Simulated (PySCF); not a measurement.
B(Br)(vinyl)(OH) (C2H4BBrO), SMILES C=CB(O)Br. Atoms are numbered in the order given.

```xyz
9

B     -0.3117     0.5602     0.0000
Br     0.1911    -1.3179     0.0000
C      0.7905     1.6591     0.0000
C      0.4692     2.9606     0.0000
H      1.8474     1.3696     0.0000
H      1.2288     3.7509     0.0000
H     -0.5784     3.2832     0.0000
O     -1.6221     0.8853     0.0000
H     -2.2097     0.1206     0.0000
```

Geometry optimised at ωB97X-D3(BJ)/def2-SVP. The values are those of a single conformer.

Two levels are set side by side: PBE/pcSseg-1 (PySCF) and HF/pcSseg-1 (PySCF). GIAO shifts against BF3 (¹¹B), H2O (¹⁷O), TMS (¹H), TMS (¹³C) at the same level; non-relativistic, no solvent, atoms listed together averaged. Without spin–orbit terms, shifts of atoms bonded to Cl or Br come out too high at both levels. Differences are taken from unrounded values.

| quantity | PBE |
|---|---|
| δ(¹¹B) of B1 (ppm) | 28.3 |
| δ(¹³C) of C3 (ppm) | 143.9 |
| δ(¹³C) of C4 (ppm) | 146.9 |
| δ(¹H) of H5 (ppm) | 6.63 |
| δ(¹⁷O) of O8 (ppm) | 197.5 |
| δ(¹H) of H9 (ppm) | 5.73 |

Question: These are the PBE values. What does HF give? (Estimate from the structure and the level; the computed values follow.)

Answer: 
```
quantity               HF  PBE minus HF
------------------  -----  ------------
δ(¹¹B) of B1 (ppm)   30.6          -2.2
δ(¹³C) of C3 (ppm)  138.8           5.0
δ(¹³C) of C4 (ppm)  153.8          -6.9
δ(¹H) of H5 (ppm)    6.39          0.24
δ(¹⁷O) of O8 (ppm)  145.6          51.9
δ(¹H) of H9 (ppm)    5.40          0.33
```

Rough cost on one machine, each run with all the roots and properties that it gave: HF against PBE within a factor of 2.
